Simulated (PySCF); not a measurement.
# Ir: electron affinity

Ir- [Xe] 4f14 5d8 6s2 (3F) → Ir [Xe] 4f14 5d7 6s2 (4F), as a difference of total energies. All numbers are calculated (PySCF 2.14, scalar relativity through the core potential, in def2-QZVPPD with the def2 core potential (60 electrons) (7s5p4d4f2g, 88 functions)). Correlated levels: valence: 5s2 5p6 frozen; valence and next inner shell: nothing frozen outside the core potential. The calculations carry no spin-orbit coupling.

```json
{"method": "UHF", "electron affinity (eV)": "-0.073"}
{"method": "LDA", "electron affinity (eV)": "2.103"}
{"method": "PBE0", "electron affinity (eV)": "1.610"}
{"method": "r2SCAN", "electron affinity (eV)": "1.659"}
{"method": "r2SCANh", "electron affinity (eV)": "1.594"}
{"method": "BP86", "electron affinity (eV)": "2.022"}
{"method": "revPBE", "electron affinity (eV)": "1.797"}
{"method": "B97-3", "electron affinity (eV)": "1.593"}
{"method": "MP2 (valence)", "electron affinity (eV)": "1.626"}
{"method": "SCS-MP2 (valence)", "electron affinity (eV)": "1.640"}
{"method": "MP2 (valence and next inner shell)", "electron affinity (eV)": "1.571"}
```

Task: Estimate what PBE gives.

Result: 1.858 eV, closest to revPBE among the rows shown.

Task: Estimate what SCS-MP2 (valence and next inner shell) gives.

Result: 1.485 eV, closest to MP2 (valence and next inner shell) among the rows shown.

The reference lies between the lowest fine-structure levels, while these numbers refer to the centres of the terms.

Errors of the correlated levels include the incompleteness of this basis and the frozen core.

A negative affinity means that the anion lies above the atom at that level of theory.

In the anion the highest occupied orbital energy is positive at LDA, PBE, PBE0, r2SCAN, r2SCANh, BP86, revPBE, B97-3, a self-interaction effect; the basis confines that electron, and the energy difference can still be sensible.

For comparison: 1.564 eV (measured; photodetachment measurements, as compiled on the Wikipedia data page of electron affinities).
